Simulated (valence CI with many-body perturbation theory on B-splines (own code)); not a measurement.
Results of a calculation; reference values are marked as such.
Sensitivity of CI+MBPT for Hg⁶⁷⁺

Method: configuration interaction combined with many-body perturbation theory (CI+MBPT): three valence electrons over a frozen Dirac-Fock core [Ne], radial functions for each j: 6 s, 6 p, 5 d, 3 f, 1 g, with the one-electron correlation potential Σ1 (screened to all orders), the two-electron term Σ2, the three-electron term Σ3, Breit, model QED; selected single and double excitations, second order for the rest, scaled by the run's own slope (own B-spline code, finite nucleus).

No measured spectrum was set against this ion. As an estimate, large intervals hold to a few tenths of a per cent, small ones and those within an open d or f shell to about a per cent.

The reference run has the lowest level (3s^2 3p1/2) J=1/2 and an ionisation energy of 8162.34 eV. Its largest variational space holds 2785 state functions.

Levels are named by their leading jj configuration (3d3/2^4 stands for four electrons in 3d with j = 3/2), which in mixed levels can hold well under half, so a name can repeat and another be missing. Letters in brackets count levels of one name in rising energy.

Changed runs:
A. screening of Σ1 on → off; QED terms on → off
B. QED terms on → off
C. highest l in the core sums 6 → 4
D. scale of Σ1 1 → 3 (bad on purpose)

Excitation energies of the reference run in cm⁻¹, and shifts in cm⁻¹:

```csv
Level,Reference,A,B,C,D
(3s 3p1/2^2) J=1/2,1537560,+49535,+49553,-63,-4889
(3s^2 3p3/2) J=3/2,4265170,-3493,-3505,+18,+3761
(3s 3p1/2 3p3/2) J=3/2 [a],5526290,+45093,+45099,-46,-1101
(3s 3p1/2 3p3/2) J=5/2,5690950,+44964,+44969,-47,-1052
(3s 3p1/2 3p3/2) J=3/2 [b],5869190,+37178,+37177,-85,-1022
(3s 3p1/2 3p3/2) J=1/2,5964880,+45715,+45721,-45,-1084
(3s^2 3d3/2) J=3/2,6358070,+15829,+15815,-190,-762
(3s^2 3d5/2) J=5/2,7220950,+5083,+5041,-208,+2444
(3s 3p1/2 3d3/2) J=3/2 [a],7356370,+69056,+69060,-220,-5686
(3s 3p1/2 3d3/2) J=3/2 [b],7472050,+74639,+74649,-213,-5672
(3s 3p1/2 3d3/2) J=5/2,7565730,+55890,+55886,-295,-5550
(3s 3p1/2 3d3/2) J=1/2,7805640,+55825,+55822,-294,-5545
Ionisation energy (eV),8162.34,+0.51,+0.50,+0.015,+2.49
```
